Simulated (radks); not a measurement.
Values are calculated unless marked as measured or tabulated.
Q: These are the eigenvalues of the occupied orbitals of an atom or ion with whole-number occupations (hartree). Code: a radial shooting solver on a logarithmic mesh with Libxc functionals. Model: non-relativistic Kohn-Sham, TPSS, spin-unpolarised, spherical densities, point nucleus; meta-GGA in the generalised Kohn-Sham scheme.

1s: -215.0352
2s: -24.42057
2p: -20.72793
3s: -2.85169
3p: -1.82740
3d: -0.25755
5p: -0.03486

Which element is it, and in what charge state? The configuration may be excited.

A: Z = 24, chromium, charge 0: Cr in [Ar] 3d5 5p1. The list shows which subshells hold electrons but not how many an open one holds; the 1s level, -215.04 hartree, gives Z - s = 20.7 by -(Z - s)^2/2, which with screening narrows Z to a few neighbours, and the depths of the outer levels then fix element, charge and occupations together.
